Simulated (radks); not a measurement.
Question: These are the eigenvalues of the occupied orbitals of an atom or ion with whole-number occupations (hartree). Calculated with a radial shooting solver on a logarithmic mesh with Libxc functionals: scalar-relativistic Kohn-Sham, r2SCAN, spin-polarised, spherical densities, finite nucleus; meta-GGA in the generalised Kohn-Sham scheme; Fermi nuclear charge, rms radius of each element as measured or else 0.836 A^(1/3) + 0.57 fm.

1s up: -1359.318
1s down: -1359.318
2s up: -247.9515
2s down: -247.6518
2p up: -226.6612
2p down: -226.4377
3s up: -80.29103
3s down: -79.99531
3p up: -73.38802
3p down: -73.07402
3d up: -63.76391
3d down: -63.36591

Which element is it, and in what charge state? The configuration may be excited. Open shells, if any, are filled with parallel spins first.

Answer: Z = 55, caesium, charge +29: Cs29+ in [Ar] 3d8. The list shows which subshells hold electrons but not how many an open one holds; the 1s level, -1359.3 hartree, gives Z - s = 52.1 by -(Z - s)^2/2, which with screening and relativity narrows Z to a few neighbours, and the depths of the outer levels then fix element, charge and occupations together.
